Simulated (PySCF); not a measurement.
A PySCF script (with the pyscf-properties extension) for the NMR shieldings of SMILES C[C@]([SiH3])(Cl)CCF, C4H10ClFSi, on a GFN2-xTB geometry:

```python
import basis_set_exchange as bse
import numpy as np
from pyscf import gto, dft
from pyscf.prop import nmr

atoms = """
C    -0.916391   -1.237972   -1.230770
C    -0.234990   -0.060660   -0.553853
Si   -1.455220    0.959267    0.535419
Cl    0.281114    1.076937   -1.867188
C     1.022787   -0.536253    0.161591
C     1.752922    0.559326    0.918621
F     1.042868    0.908868    2.046295
H    -0.222109   -1.774049   -1.878144
H    -1.289463   -1.926955   -0.474993
H    -1.756771   -0.901658   -1.833015
H    -2.668008    1.085583   -0.274430
H    -1.720241    0.188352    1.747075
H    -0.889781    2.273898    0.799393
H     1.718927   -0.974333   -0.558812
H     0.734692   -1.312783    0.874839
H     2.734520    0.219335    1.262922
H     1.858147    1.465126    0.315139
"""
names = dict.fromkeys(["C", "Si", "Cl", "F", "H"], "pcSseg-1")
basis = {el: gto.basis.parse(bse.get_basis(n, elements=[el], fmt="nwchem")) for el, n in names.items()}
mol = gto.M(atom=atoms, basis=basis, charge=0, verbose=0)
mf = dft.RKS(mol, xc="PBE0")
mf.grids.level = 2
mf.grids.alignment = dft.numint.BLKSIZE   # the property module wants whole blocks of grid points
mf.conv_tol = 1e-9
mf.kernel()

calc = nmr.RKS(mf)   # GIAO
C = mf.mo_coeff
Co = C[:, mf.mo_occ > 0]
resp = mf.gen_response(singlet=True, hermi=2)
def vind(x):   # induced exchange potential for any number of trial vectors
    d = np.einsum("pi,xij,qj->xpq", C, 2 * x.reshape(-1, C.shape[1], Co.shape[1]), Co, optimize=True)
    return np.einsum("xpq,pi,qj->xij", resp(d - d.transpose(0, 2, 1)), C, Co, optimize=True).ravel()
mo1, _ = nmr.rhf.solve_mo1(calc, with_cphf=vind)
sigma = calc.kernel(mo1)
for i, s in enumerate(sigma):   # ppm
    print("%2d %-2s %9.2f" % (i, mol.atom_pure_symbol(i), np.trace(s) / 3))
```

Q: What are the results?

A: 
```
 0 C     153.09
 1 C     127.96
 2 Si    398.14
 3 Cl    742.14
 4 C     136.56
 5 C     102.71
 6 F     413.17
 7 H      29.95
 8 H      30.23
 9 H      29.79
10 H      27.84
11 H      27.68
12 H      27.60
13 H      30.00
14 H      29.51
15 H      26.79
16 H      26.48
```

These numbers come from an equivalent density-fitted implementation of the same equations, which agrees with the script to about 0.01 ppm for H and up to a few tenths of a ppm for heavy atoms, so last digits may differ.

Q: Turn these shieldings into chemical shifts. δ = σ(ref) − σ, references computed at the same level: TMS for ¹³C (σ = 186.93 ppm) and ²⁹Si (σ = 349.16 ppm) and ¹H (σ = 31.72 ppm); ³⁵Cl (σ = 949.78 ppm) against HCl; ¹⁹F (σ = 170.95 ppm) vs CFCl3.

A: Averaging equivalent atoms: C 5: 84.2; C 1: 59.0; C 4: 50.4; C 0: 33.8; Si 2: -49.0; Cl 3: 208; F 6: -242.2; H 16: 5.24; H 15: 4.92; H 10/11/12: 4.01; H 14: 2.21; H 7/8/9: 1.73; H 13: 1.71 ppm. Unscaled 19F shifts against computed CFCl3 carry errors that often reach 10 to 50 ppm.

Size and cost of the density-fitted run: 183 basis functions, 38 s wall time on 1 thread of an Arm Neoverse V1, shared host; peak memory 0.88 GiB.
